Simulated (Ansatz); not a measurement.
Pulling on the Al1–F4 bond in AlFH2 (SMILES [F][AlH2]) (multiplicity 1 held, fragments rigid). Energies count from the point at 1.655 Å.
Geometry at that point (charge 0, multiplicity 1):
```
atom    x (Å)    y (Å)    z (Å)
----  -------  -------  -------
Al    -0.2467  -0.4788   0.1584
H      0.4707  -1.3122   1.2788
H     -1.5894  -0.8593  -0.5605
F      0.4806   0.9329  -0.3086
```

R- and RO- levels are restricted; in cc, def2 and unpolarised 6-31G sets they are followed outwards from rest. Unrestricted levels (U-) break spin symmetry where that is lower. Active spaces are followed from a long bond inwards. Levels need not reach the same state.

Frozen-core correlation.

Run with Ansatz (an electronic-structure program). 

### Question
What energy at R = 5.297 Å does U-HF/cc-pV(D+d)Z give?

### Answer
480 kJ/mol

### Question
What energy at R = 5.297 Å does R-SCS-MP2/cc-pV(D+d)Z give?

### Answer
769 kJ/mol

### Question
Estimate the energy at R = 5.297 Å that FIC-MRCISD+Q on CASSCF(6,4)/cc-pV(D+d)Z returns for this input.

### Answer
611 kJ/mol

Doubts at one or more of the structures used: a spin-contaminated determinant (U-HF/cc-pV(D+d)Z); a restricted determinant that unrestricted orbitals would lower (R-SCS-MP2/cc-pV(D+d)Z); active orbitals that take no part (FIC-MRCISD+Q on CASSCF(6,4)/cc-pV(D+d)Z).
